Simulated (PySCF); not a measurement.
Molfile (atoms numbered from 1):
```
C4H11NOSi
     RDKit          3D

 18 17  0  0  0  0  0  0  0  0999 V2000
   -1.3922    2.1846   -0.0005 C   0  0  0  0  0  0  0  0  0  0  0  0
   -0.6982    1.2692   -0.4849 N   0  0  0  0  0  0  0  0  0  0  0  0
   -0.8239   -0.4666   -0.4510 Si  0  0  2  0  0  4  0  0  0  0  0  0
   -2.1611   -1.2043    0.6680 C   0  0  0  0  0  0  0  0  0  0  0  0
    0.5405   -1.1059    0.1450 O   0  0  0  0  0  0  0  0  0  0  0  0
    1.8584   -0.9519   -0.3004 C   0  0  0  0  0  0  0  0  0  0  0  0
    2.4186    0.4241    0.0274 C   0  0  0  0  0  0  0  0  0  0  0  0
   -1.1005    3.2201   -0.1660 H   0  0  0  0  0  0  0  0  0  0  0  0
   -2.3008    2.0369    0.5928 H   0  0  0  0  0  0  0  0  0  0  0  0
   -1.0163   -0.7685   -1.8738 H   0  0  0  0  0  0  0  0  0  0  0  0
   -3.1383   -0.8487    0.3572 H   0  0  0  0  0  0  0  0  0  0  0  0
   -2.1762   -2.2876    0.6274 H   0  0  0  0  0  0  0  0  0  0  0  0
   -2.0155   -0.9156    1.7047 H   0  0  0  0  0  0  0  0  0  0  0  0
    2.4468   -1.7302    0.1989 H   0  0  0  0  0  0  0  0  0  0  0  0
    1.9016   -1.1222   -1.3826 H   0  0  0  0  0  0  0  0  0  0  0  0
    2.3919    0.5886    1.1017 H   0  0  0  0  0  0  0  0  0  0  0  0
    3.4455    0.5007   -0.3197 H   0  0  0  0  0  0  0  0  0  0  0  0
    1.8110    1.1837   -0.4559 H   0  0  0  0  0  0  0  0  0  0  0  0
  1  2  2  0
  2  3  1  0
  3  4  1  0
  3  5  1  0
  5  6  1  0
  6  7  1  0
  1  8  1  0
  1  9  1  0
  3 10  1  6
  4 11  1  0
  4 12  1  0
  4 13  1  0
  6 14  1  0
  6 15  1  0
  7 16  1  0
  7 17  1  0
  7 18  1  0
M  END
```

Geometry: GFN2-xTB; GIAO shifts from PySCF, gas phase, non-relativistic, averaged over equivalent atoms.

At B3LYP/pcSseg-1 (181 basis functions, 30 s wall time on 1 thread of an Arm Neoverse V1, shared host):
```json
{"atoms": "C1", "δ (ppm)": "166.8"}
{"atoms": "C6", "δ (ppm)": "66.5"}
{"atoms": "C7", "δ (ppm)": "22.3"}
{"atoms": "C4", "δ (ppm)": "-4.7"}
{"atoms": "N2", "δ (ppm)": "446.2"}
{"atoms": "Si3", "δ (ppm)": "-29.2"}
{"atoms": "O5", "δ (ppm)": "64.5"}
{"atoms": "H9", "δ (ppm)": "8.56"}
{"atoms": "H8", "δ (ppm)": "8.43"}
{"atoms": "H10", "δ (ppm)": "5.23"}
{"atoms": "H15", "δ (ppm)": "4.31"}
{"atoms": "H14", "δ (ppm)": "4.28"}
{"atoms": "H16/H17/H18", "δ (ppm)": "1.52"}
{"atoms": "H11/H12/H13", "δ (ppm)": "0.03"}
```

References, each an isolated molecule treated in the same way: 13C (181.92 ppm) and 29Si (334.47 ppm) and 1H (31.83 ppm) vs TMS; 15N (265.81 ppm) against NH3; 17O (335.74 ppm) against H2O.

Problem. Predict the values at PBE0/pcSseg-1 on the same geometry.

Solution. 
| atoms | δ at PBE0/pcSseg-1 | change |
| --- | --- | --- |
| C1 | 168.6 | +1.8 |
| C6 | 64.9 | -1.6 |
| C7 | 21.5 | -0.8 |
| C4 | -4.4 | +0.3 |
| N2 | 440.2 | -6.0 |
| Si3 | -22.8 | +6.4 |
| O5 | 58.8 | -5.7 |
| H9 | 8.60 | +0.04 |
| H8 | 8.54 | +0.11 |
| H10 | 5.33 | +0.10 |
| H15 | 4.28 | -0.03 |
| H14 | 4.24 | -0.04 |
| H16/H17/H18 | 1.50 | -0.02 |
| H11/H12/H13 | 0.05 | +0.02 |

Referencing at the same level of theory: 13C (186.93 ppm), 29Si (349.16 ppm), 1H (31.72 ppm) against TMS; 15N (267.73 ppm) against NH3; 17O (336.08 ppm) vs H2O.

The largest change is at Si3 (silicon bonded to C, N, O, H). Cost: 181 basis functions, 61 s wall time on 1 thread of an Arm Neoverse N1, shared host. The order of the carbon signals is the same at both levels.

Experimental scales use liquid or dissolved standards, which lie at an offset from isolated NH3 (liquid NH3: subtract about 20 ppm) and H2O (liquid H2O: subtract about 36 ppm). Unscaled 15N shifts of sp2 nitrogen often come out too high even then, by a few to some tens of ppm.
